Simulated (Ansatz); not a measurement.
Ideal-gas functions of C$_{2}$H$_{2}$BCl, SMILES `ClB1C=C1` at 500 K and 1 bar, from an Ansatz frequency run at PBE0-D4/def2-TZVP.

Molar mass 72.3 g/mol, point group C2v (symmetry number 2), electronic degeneracy 1, moments of inertia 15.39, 145.03, 160.421 u Å². Harmonic wavenumbers (cm⁻¹, unscaled): 323, 346, 556, 781, 913, 937, 1026, 1223, 1344, 1607, 3221, 3244.

Use S(trans) = R[1.5 ln M + 2.5 ln T − 1.1517]; rotational temperatures θ = 24.2544 K / I; S(rot) = R[ln(√π/σ · √(T³/θAθBθC)) + 1.5]; for each mode x = 1.438777 ν̃/T, S = R[x/(eˣ − 1) − ln(1 − e⁻ˣ)] and H = RT x/(eˣ − 1); 1 cm⁻¹ = 0.0119627 kJ/mol; R = 8.31446 J/(mol·K).

By hand: the entropy, in J/(mol·K).

Translation 173.0. Rotation: θ = 1.576, 0.1672, 0.1512 K, giving 102.4. Vibration, mode by mode: 9.22, 8.69, 5.24, 3.14, 2.33, 2.20, 1.80, 1.14, 0.86, 0.46, 0.01, 0.01, in all 35.1. Electronic 0.0. Sum 310.5 J/(mol·K).

By hand: H − E and G − E in kJ/mol, counted from the electronic energy.

Zero-point energy ½ × 15521 × 0.0119627 = 92.8; thermal vibration 11.1; translation, rotation and pV give 4 RT = 16.6. H − E = 120.5 kJ/mol, and G − E = 120.5 − 500 × 310.5/1000 = -34.8 kJ/mol.

Vibration gives 11 % of the entropy.
